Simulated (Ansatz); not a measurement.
Li₇Sn₂, relaxed as a doublet with UKS B3LYP-D4/def2-SVP in Ansatz, starting from the GFN2-xTB geometry. Force threshold 0.02 eV/Å.

In the def2 sets Sn takes a core potential; there is no spin–orbit coupling. Another isomer (doublet) lies 0.05 eV lower at PBE0-D4/def2-TZVP; other spin states weren't run for this one.

Start:

```
atom   x (Å)   y (Å)   z (Å)
 Li1   2.006   0.515   2.393
 Li2  -0.204  -0.862   2.402
 Li3   1.464  -1.375   0.446
 Li4   0.576  -2.349  -2.015
 Li5   0.070   2.662  -1.770
 Li6  -0.967  -2.331   0.072
 Li7  -2.195   2.270  -0.717
 Sn8   0.028   1.470   0.752
 Sn9  -0.779  -0.001  -1.564
```

Question: Estimate the energy that the relaxation releases and the steps that it takes.

Answer: 132.7 kJ/mol, in 26 steps; 3.3 min on 4 threads of Arm Neoverse N1 on a shared host. No frequencies were taken in this run, so the end may be a saddle point.

Question: Does the start keep its bonding?

Answer: Bonds lost: Li5–Li7 (atoms count from 1). Bonds formed: Li6–Sn8 (atoms count from 1). Metal–metal contacts that move far: Li4–Li6 2.60 to 3.17 Å, Li1–Li2 2.60 to 3.15 Å.

Question: Predict the relaxed structure.

Answer: 
Cartesian coordinates in Å:
```
Li 2.0107 1.3690 2.1621
Li 0.1109 -1.0695 2.7582
Li 1.4159 -0.9034 -0.0158
Li 0.2347 -2.5579 -2.2854
Li 0.9183 2.0880 -1.0867
Li -1.5346 -1.4022 0.0800
Li -2.3039 1.4967 -0.7802
Sn -0.4038 1.0140 1.1587
Sn -0.4482 -0.0347 -1.9908
```
Bond lengths (bridged metal pairs left out): 11 × Li–Sn 2.63 to 2.89 Å; 3 × Li–Li 2.99 to 3.07 Å; 1 × Sn–Sn 3.32 Å.
